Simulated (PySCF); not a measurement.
Vertical excitations of a molecule C5H6O from TDA-PBE/def2-SVPD run with PySCF, as energy in eV (oscillator strength): 4.17 (0.000), 4.98 (0.006), 5.33 (0.000), 5.63 (0.010), 5.74 (0.051), 5.89 (0.026), 6.54 (0.000), 6.77 (0.012), 6.88 (0.011), 6.92 (0.007). Lowest triplet (TDA): 3.65 eV. Geometry: r2SCAN-D4/def2-SVP. Other conformers were not sampled.

Question: Identify the compound among the candidates.
A. C#CCC(C)=O
B. CC#CCC=O
C. C=C1COC1=C
D. C=C=C1COC1

Answer: A, C#CCC(C)=O
